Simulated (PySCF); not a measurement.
**BeF⁻: one state, many levels of theory**

State: ¹Σ⁺ (singlet), closed shell. Set-up: PySCF, no relativity, basis sets Be def2-SVPD, F def2-SVPD. De refers to Be + F⁻ in their ground configurations, without counterpoise correction. A positive dipole points towards F; it is taken about the centre of mass and depends on that origin.

```tsv
Level	Re (Å)	ωe (cm⁻¹)	De (eV)	μ (D)
RHF	1.458	1033	n/a	6.20
RHF-MP2	1.484	963	3.13	n/a
RHF-SCS-MP2	1.483	965	3.09	n/a
RHF-CCSD	1.484	966	n/a	n/a
RHF-CCSD(T)	1.487	957	2.95	n/a
PBE	1.477	953	3.35	5.70
revPBE	1.487	932	3.19	5.72
r²SCAN	1.469	982	3.54	5.97
M06-L	1.465	991	n/a	6.59
PBE0	1.465	988	3.43	5.81
BHandHLYP	1.454	1020	n/a	5.81
```

The bond length runs from 1.454 Å (BHandHLYP) to 1.487 Å (RHF-CCSD(T)). De spans 2.95 eV (RHF-CCSD(T), coupled cluster) to 3.54 eV (r²SCAN, meta-GGA).

Correlated steps freeze 1 core orbital. Correlated levels converge slowly with the basis: in double zeta they bind strong bonds too weakly, by up to about 1 eV, and carry superposition errors of some tenths. For an ion De counts to the pair picked by the measured ionisation energies or electron affinities, which need not be the lowest pair at this level. The highest Kohn–Sham level is positive in this anion. Much of that is self-interaction error, but it also means that the finite basis helps to hold the extra electron.
